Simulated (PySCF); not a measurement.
## Gallium: a sound run and one with changed settings

Sound run: Ga⁺ [Ar] 3d10 4s2, Ga²⁺ [Ar] 3d10 4s1. Computed with PySCF 2.14 in 6-31G*, with the non-relativistic Hamiltonian (point nucleus). The sound run starts from symmetry-adapted Hartree-Fock orbitals and uses a fine grid where one is needed.

Changed run: initial guess atom, at most 50 SCF cycles, level shift 10.0 hartree.

```csv
species,method,sound run (hartree),changed run (hartree),converged
Ga⁺,UHF,-1922.73879,-1922.73878,no
Ga⁺,MN15,-1924.61049,-1924.61045,no
Ga⁺,LDA,-1921.28121,-1921.28107,no
Ga²⁺,UHF,-1922.05571,-1922.05570,no
Ga²⁺,MN15,-1923.86476,-1923.86471,no
Ga²⁺,LDA,-1920.51073,-1920.51068,no
```

A level shift slows the SCF but leaves a converged energy unchanged.
